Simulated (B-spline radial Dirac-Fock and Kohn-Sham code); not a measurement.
**The S atom: differential elastic cross section for electrons at 62 keV**

Calculated with a radial B-spline solver, using relativistic (Dirac) partial waves in the static field of the Dirac-Fock atom with Furness-McCarthy exchange, without polarisation or absorption potentials.

```
θ (°)  dσ/dΩ (a₀²/sr)  Sherman function
    0             118             0.000
   10          0.0483             0.000
   20         0.00350            -0.001
   30        0.000757            -0.002
   40        0.000255            -0.005
   50        0.000110            -0.009
   60        5.62e-05            -0.013
   70        3.21e-05            -0.018
   80        2.00e-05            -0.023
   90        1.34e-05            -0.027
  100        9.53e-06            -0.030
  110        7.12e-06            -0.032
  120        5.58e-06            -0.032
  130        4.55e-06            -0.031
  140        3.86e-06            -0.028
  150        3.40e-06            -0.023
  160        3.11e-06            -0.016
  170        2.95e-06            -0.008
  180        2.90e-06             0.000
```

The total elastic cross section is 0.180 a₀², the first transport cross section 0.000563 a₀² and the second, weighted with (3/2) sin²θ, 0.00144 a₀². The mean deflection is ⟨1 − cos θ⟩ = 0.00313, and 0.022 % of the collisions scatter beyond 90°.
